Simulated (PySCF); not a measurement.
PySCF was given this input:
```python
from pyscf import gto, scf

mol = gto.Mole()
mol.atom = '''
    Cl   -1.29762679   -1.06083468   -0.81742222
    Si   -0.10681316    0.18839100    0.32264875
    Cl   -0.84733097    2.10540791   -0.69529212
    Cl    0.47552690   -1.44964096    1.81839451
    Cl    1.75739464    0.24992220   -0.57139091
'''
mol.basis = 'def2-sv(p)'
mol.charge = -1
mol.spin = 1
mol.verbose = 4
mol.symmetry = True
mol.build()

mf = scf.UHF(mol)
mf.kernel()
mf.analyze()
```

Task: What does this run give for the nuclear repulsion energy, number of basis functions, HOMO energy, total energy?

Result: 
```
Item                                 Value
-------------------------  ---------------
nuclear repulsion energy       502.2372 Eh
number of basis functions               90
HOMO energy                       -3.79 eV
total energy               -2126.459762 Ha
```

These values belong to the state on which the SCF converged, which isn't shown to be the lowest.
